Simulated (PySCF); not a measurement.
## Relaxation of singlet IPtN

Method: PBE0/[Pt def2-TZVP with ECP60, N def2-TZVP, I def2-TZVP with ECP28], scalar-relativistic core potentials, density fitting, no spin–orbit coupling, PySCF. A (50,194) grid was used.

A hand-made bent start, of Cs symmetry, held to at least that symmetry:

```xyz
3
charge 0 multiplicity 1, angstrom
Pt   -0.7336    0.0000   -0.5959
N    -2.1425    0.0000    0.3907
I     1.3634    0.0000    0.8725
```

Optimiser trace:
```json
{"step": "0", "E − E(last) (kJ/mol)": "56.68", "largest gradient (Eh/bohr)": "0.04896"}
{"step": "1", "E − E(last) (kJ/mol)": "34.71", "largest gradient (Eh/bohr)": "0.01465"}
{"step": "2", "E − E(last) (kJ/mol)": "14.47", "largest gradient (Eh/bohr)": "0.02078"}
{"step": "3", "E − E(last) (kJ/mol)": "6.97", "largest gradient (Eh/bohr)": "0.03461"}
{"step": "4", "E − E(last) (kJ/mol)": "2.94", "largest gradient (Eh/bohr)": "0.00716"}
{"step": "5", "E − E(last) (kJ/mol)": "1.25", "largest gradient (Eh/bohr)": "0.00459"}
{"step": "6", "E − E(last) (kJ/mol)": "0.28", "largest gradient (Eh/bohr)": "0.00738"}
{"step": "7", "E − E(last) (kJ/mol)": "-0.07", "largest gradient (Eh/bohr)": "0.00199"}
{"step": "8", "E − E(last) (kJ/mol)": "-0.08", "largest gradient (Eh/bohr)": "0.00281"}
{"step": "9", "E − E(last) (kJ/mol)": "-0.09", "largest gradient (Eh/bohr)": "0.00215"}
{"step": "10", "E − E(last) (kJ/mol)": "-0.08", "largest gradient (Eh/bohr)": "0.00177"}
{"step": "11", "E − E(last) (kJ/mol)": "-0.07", "largest gradient (Eh/bohr)": "0.00138"}
{"step": "12", "E − E(last) (kJ/mol)": "-0.05", "largest gradient (Eh/bohr)": "0.00090"}
{"step": "13", "E − E(last) (kJ/mol)": "-0.04", "largest gradient (Eh/bohr)": "0.00066"}
{"step": "14", "E − E(last) (kJ/mol)": "-0.03", "largest gradient (Eh/bohr)": "0.00045"}
{"step": "15", "E − E(last) (kJ/mol)": "-0.01", "largest gradient (Eh/bohr)": "0.00008"}
{"step": "16", "E − E(last) (kJ/mol)": "0.00", "largest gradient (Eh/bohr)": "0.00005"}
```

It ends at Cs with Pt–I 2.507 Å, Pt–N 1.674 Å; I–Pt–N 161.2° (after a last refinement on a finer grid). A frequency run shows a minimum. Other isomers or separated fragments may lie lower.

Stability towards spin polarisation was not tested. Spin–orbit coupling, left out here, can matter for elements this heavy.

The relaxation took about 8 core-minutes on a shared host.
